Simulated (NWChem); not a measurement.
# SiBr2, singlet; SMILES Br[Si]Br

```xyz
3

Si     0.0000     0.0000     1.1907
Br     1.7780     0.0000    -0.2331
Br    -1.7780     0.0000    -0.2331
```
Atoms are numbered in this order, from 1.

Results from NWChem. Low-valent species are run as closed-shell singlets; no triplet was tried in these runs. The geometry was optimised at PBE-D3(BJ)/def2-SVP. B3LYP is NWChem's, with the RPA form of VWN correlation. Vzz is the largest principal value of the second derivative of the potential at the nucleus (NWChem prints the opposite sign); η is the asymmetry. Non-relativistic.

For level B3LYP/def2-SVP:

```
Quantity        Result
--------------  ------
Vzz Br3 (a.u.)   2.902
η Br3             0.78
```

Q: Estimate the same quantities for level Hartree-Fock/def2-SVP.

A: 
| Property | Result |
|---|---|
| Vzz Br3 (a.u.) | 3.155 |
| η Br3 | 0.57 |
